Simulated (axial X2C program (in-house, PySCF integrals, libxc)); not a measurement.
# Ionising AsC

Computed with an in-house relativistic program for diatomic molecules, spin-free (one-electron X2C) or two-component (2c: spin–orbit coupling with atomic mean-field Coulomb and Gaunt terms, which also bring small scalar terms), in Dyall basis sets with cores contracted in-house; open shells are unrestricted.

Basis sets: As dyall-cv3z, C dyall-v3z.

```csv
Hamiltonian,level,AsC state,Re (Å),ωe (cm⁻¹),De (eV)
spin-free,HF,"M_S = 1/2, Λ = 0",1.747,809.6,1.98
spin-free,PBE0,"M_S = 1/2, Λ = 0",1.660,1066.2,4.35
2c,PBE0,Ω = 1/2,1.661,1065.0,4.34
```

Adiabatic ionisation energy (minimum to minimum, no zero-point term) and constants of AsC⁺:

```json
{"Hamiltonian": "spin-free", "level": "HF", "AsC⁺ state": "M_S = 1, Λ = 1", "IE (eV)": "9.29", "Re (Å)": "1.758", "ωe (cm⁻¹)": "885.5", "De (eV)": "2.10", "fragments": "As+ + C"}
{"Hamiltonian": "spin-free", "level": "PBE0", "AsC⁺ state": "M_S = 1, Λ = 1", "IE (eV)": "10.24", "Re (Å)": "1.734", "ωe (cm⁻¹)": "930.7", "De (eV)": "4.05", "fragments": "As+ + C"}
{"Hamiltonian": "2c", "level": "PBE0", "AsC⁺ state": "Ω = 2", "IE (eV)": "10.17", "Re (Å)": "1.736", "ωe (cm⁻¹)": "922.1", "De (eV)": "n/a", "fragments": "As+ + C"}
```

Task: Add the zero-point terms to the ionisation energy at PBE0, 2c, and say whether the electron removed was bonding.

Result: IE0 = IE + (ωe⁺ − ωe)/2 = 10.17 + (-0.009) = 10.16 eV. Re changes by 0.075 Å, so the bond lengthens, as on loss of a bonding electron.

Each entry is the lowest single determinant of a limited PBE0 search at one distance. De goes to single-determinant-based atoms at the same level (for ions the charge split of lowest energy) and is withheld (n/a) where an atom does not fit its ground term or J level. Main or longest-lived isotopes. One determinant is a doubtful description, or other states lie close, for AsC, AsC⁺; these need not be ground states, and all values refer to the states named. Some open-shell Ω = 0 determinants are out of reach, so the Ω given for AsC⁺ need not be the lowest component. With several unpaired electrons the Ω given is that of one determinant, not necessarily of the lowest component. Some light 2c atoms are not at their ground J level, so De misses part of their lowering (0.04 eV or less). The functionals have no current term, which raises determinants with orbital currents.
